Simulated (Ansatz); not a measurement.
Basis sets compared for Zn6O6, a cluster cut from wurtzite ZnO (bare). Total charge 0; singlet. Geometry PBE-D4/def2-SVP. Ansatz on 2 threads of AMD EPYC 7R13 on a shared host and a share (18 GiB) of an NVIDIA H100 80GB HBM3; times are rough, and most runs start from earlier orbitals.

| atom | x (Å) | y (Å) | z (Å) |
| --- | --- | --- | --- |
| Zn1 | -1.4376 | -0.9689 | -0.9796 |
| O2 | 0.0253 | -0.7533 | -2.1897 |
| O3 | -1.8822 | 1.0719 | -0.8195 |
| Zn4 | -0.1265 | 1.2371 | -1.5551 |
| Zn5 | 1.5426 | -0.7258 | -1.0287 |
| O6 | 1.6559 | 1.3603 | -0.8777 |
| O7 | -1.6560 | -1.3603 | 0.8778 |
| Zn8 | -1.5425 | 0.7260 | 1.0287 |
| Zn9 | 0.1264 | -1.2373 | 1.5550 |
| O10 | 1.8822 | -1.0719 | 0.8195 |
| O11 | -0.0253 | 0.7533 | 2.1898 |
| Zn12 | 1.4376 | 0.9688 | 0.9797 |

Single mean-field runs in def2-TZVP are fitted with def2-universal-jkfit.

Binding counts from free atoms (Zn singlet, O triplet) in the same basis, without a counterpoise term.

| level | functions | energy (Eh) | HOMO (eV) | LUMO (eV) | binding per atom (eV) | wall time |
| --- | --- | --- | --- | --- | --- | --- |
| PBE-D4/def2-SVP | 270 | -11124.0267 | -5.48 | -3.39 | 3.21 | 12 s |
| PBE0-D4/def2-SVP | 270 | -11124.1482 | -6.92 | -2.47 | 2.98 | 26 s |

**Question.** Estimate the rows for PBE-D4/def2-TZVP (with forces), PBE0-D4/def2-TZVP.

**Answer.** 
```tsv
level	functions	energy (Eh)	HOMO (eV)	LUMO (eV)	binding per atom (eV)	wall time
PBE-D4/def2-TZVP (with forces)	474	-11126.1240	-5.97	-3.80	2.92	4.8 s
PBE0-D4/def2-TZVP	474	-11126.1927	-7.31	-2.84	2.76	3.2 s
```
